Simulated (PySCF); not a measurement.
Compound: C2H8NPSi.
Numbering: `[CH2:1]=[CH:2][Si@H:3]([NH2:4])[PH2:5]` (hydrogens: H6, H7 on C1; H8 on C2; H9 on Si3; H10, H11 on N4; H12, H13 on P5)

Method: PySCF 2.14.0, PBE0-D3(BJ)/def2-SVP geometry optimisation, gas phase; density fitting, grid level 1; the optimiser is geomeTRIC in internal coordinates, started from a GFN2-xTB structure with every atom displaced at random (about 0.01 Å).

Step 10: E = -20841.9346 eV
```
atom  x, y, z in Å  |  force x, y, z in eV/Å
C1      1.9889   -1.1191    0.5036   -0.020  -0.026  -0.004
C2      0.8450   -0.5305    0.8736    0.006   0.021   0.016
Si3    -0.2588    0.3793   -0.3277   -0.003  -0.022  -0.023
N4     -0.5029    2.0316    0.1082   -0.027   0.032  -0.018
P5     -2.3466   -0.5182   -0.2678    0.024  -0.025   0.007
H6      2.3314   -1.1044   -0.5383   -0.002   0.010   0.000
H7      2.6353   -1.6462    1.2146    0.002  -0.006   0.004
H8      0.5544   -0.5731    1.9321    0.004   0.008   0.006
H9      0.3839    0.2027   -1.6737    0.007   0.017   0.003
H10     0.2019    2.7482   -0.0131    0.019  -0.019   0.004
H11    -1.4353    2.4193    0.1746    0.001  -0.001   0.012
H12    -2.5341   -0.4457   -1.6823   -0.008   0.014  -0.003
H13    -1.8601   -1.8600   -0.3147   -0.003  -0.003  -0.003
```

Step 11: E = -20841.9381 eV
```
atom  x, y, z in Å  |  force x, y, z in eV/Å
C1      2.0069   -1.1171    0.5301   -0.028  -0.010  -0.010
C2      0.8485   -0.5473    0.8850    0.042  -0.001   0.025
Si3    -0.2401    0.3637   -0.3312    0.010  -0.021  -0.011
N4     -0.5052    2.0266    0.0401   -0.027   0.001  -0.056
P5     -2.3237   -0.5284   -0.2310   -0.010  -0.029   0.003
H6      2.3717   -1.0824   -0.5039   -0.006   0.007   0.002
H7      2.6457   -1.6458    1.2467    0.002  -0.010   0.005
H8      0.5410   -0.6149    1.9375   -0.013   0.024   0.005
H9      0.4260    0.1882   -1.6637   -0.002   0.021  -0.006
H10     0.1408    2.7751   -0.1731    0.035  -0.023   0.013
H11    -1.4261    2.3614    0.2882   -0.017   0.042   0.041
H12    -2.6061   -0.3249   -1.6160    0.000   0.013  -0.008
H13    -1.8765   -1.8702   -0.4197    0.014  -0.014  -0.003
```

Step 12: E = -20841.9396 eV
```
atom  x, y, z in Å  |  force x, y, z in eV/Å
C1      2.0193   -1.1161    0.5592   -0.030   0.008  -0.017
C2      0.8509   -0.5558    0.8977    0.078  -0.016   0.023
Si3    -0.2237    0.3501   -0.3377    0.034  -0.024  -0.008
N4     -0.5208    2.0199   -0.0350   -0.041  -0.053  -0.061
P5     -2.2919   -0.5610   -0.1978   -0.059  -0.022   0.003
H6      2.4045   -1.0693   -0.4670   -0.007   0.011   0.004
H7      2.6481   -1.6473    1.2828   -0.001  -0.017   0.006
H8      0.5261   -0.6452    1.9435   -0.028   0.046   0.001
H9      0.4728    0.1936   -1.6542   -0.017   0.009  -0.025
H10     0.0639    2.7863   -0.3382    0.051  -0.021   0.028
H11    -1.3768    2.3187    0.4101   -0.023   0.097   0.068
H12    -2.6818   -0.2074   -1.5246    0.011   0.003  -0.017
H13    -1.8877   -1.8824   -0.5495    0.032  -0.021  -0.005
```

Problem. Estimate the geometry and energy of step 13. (The exact step hangs on the optimiser's Hessian estimate; all steps are aligned on step 12, rigid shifts and turns removed.)

Solution. E = -20841.9429 eV, largest force 0.087 eV/Å
```
atom  x, y, z in Å  |  force x, y, z in eV/Å
C1      2.0014   -1.1308    0.5443   -0.018   0.019  -0.005
C2      0.8558   -0.5321    0.8944    0.053  -0.060  -0.012
Si3    -0.2297    0.3648   -0.3380   -0.008   0.033   0.073
N4     -0.5257    2.0302   -0.0016   -0.001   0.000  -0.087
P5     -2.2885   -0.5742   -0.2091   -0.052   0.008   0.012
H6      2.3686   -1.1112   -0.4893   -0.006   0.006   0.000
H7      2.6289   -1.6666    1.2657    0.001  -0.011   0.004
H8      0.5463   -0.5946    1.9468   -0.025   0.051  -0.001
H9      0.4601    0.2249   -1.6603   -0.005  -0.024  -0.021
H10     0.1080    2.7773   -0.2536    0.014  -0.014   0.025
H11    -1.4102    2.3659    0.3545   -0.002  -0.003   0.050
H12    -2.6565   -0.2705   -1.5545    0.006   0.000  -0.020
H13    -1.8554   -1.8993   -0.5099    0.045  -0.006  -0.017
```

The energy changes by -0.0033 eV. The first-order estimate −F·Δx gives -0.0082 eV and the mean of the old and new forces, exact on a quadratic surface, -0.0038 eV. The step makes an angle of 79° with the force vector and moves no atom by more than 0.096 Å.

The cost below is that of the whole optimisation. Time: 2.3 min; peak memory 0.52 GiB. Hardware: one thread, Arm Neoverse V2 (aarch64), no GPU, shared host with 32 logical CPUs at a one-minute load of 30.
